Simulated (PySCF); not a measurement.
# C₆ coefficients of unlike pairs at M06-L

Calculated with PySCF 2.14 from the dipole response of each species, C₆(A,B) = (3/π) ∫ α_A(iu) α_B(iu) du, in atomic units, from isotropic polarisabilities. For ions this is the dispersion term alone; charge-induced terms of lower order in 1/R come first.

```
species      configuration                                        basis      relativity  α (bohr³)  C₆ (like pair)
 Cu(2+)      [Ar] 3d9 (2D)    aug-cc-pwCVDZ-PP with ECP10MDF (6s6p5d3f)  core potential      2.400           5.760
 Ag(3+)      [Kr] 4d8 (3F)      aug-cc-pVDZ-PP with ECP28MDF (5s5p4d2f)  core potential      3.878           17.56
  S(3+)  [Ne] 3s2 3p1 (2P)                   aug-cc-pV(T+d)Z (6s5p4d2f)            none      5.241           14.15
 Ga(3+)     [Ar] 3d10 (1S)  aug-cc-pV5Z-PP with ECP10MDF (8s7p6d4f3g2h)  core potential      1.268           2.244
```

Problem. Estimate C₆ for Ga(3+) with Ag(3+).

Solution. The integral gives 6.249. The combination rule 2 C_A C_B / (C_A α_B/α_A + C_B α_A/α_B) gives 6.253 and the geometric mean 6.278.

No spin-orbit coupling is included.

The other pairs:

| pair | C₆ |
| --- | --- |
| S(3+), Cu(2+) | 8.274 |
| Ga(3+), Cu(2+) | 3.578 |
| Ga(3+), S(3+) | 5.010 |
| Ag(3+), Cu(2+) | 9.987 |
| S(3+), Ag(3+) | 14.53 |
